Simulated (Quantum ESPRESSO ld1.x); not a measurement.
Neutral helium, configuration 2s2 (not the ground configuration). Calculated with ld1.x of Quantum ESPRESSO 7.5: scalar-relativistic Kohn-Sham, LDA (Slater exchange, Perdew-Zunger correlation), spin-polarised, spherical densities, point nucleus.

X-ray form factor f0, the Fourier transform of the density (f0(0) = 2):

sin(theta)/lambda (1/angstrom)  f0 (electrons)
0.05                                     1.553
0.1                                      0.730
0.15                                     0.183
0.2                                     -0.013
0.25                                    -0.032
0.3                                      0.000
0.4                                      0.050
0.5                                      0.057
0.6                                      0.048
0.8                                      0.027
1                                        0.015
1.25                                     0.007
1.5                                      0.004
2                                        0.001
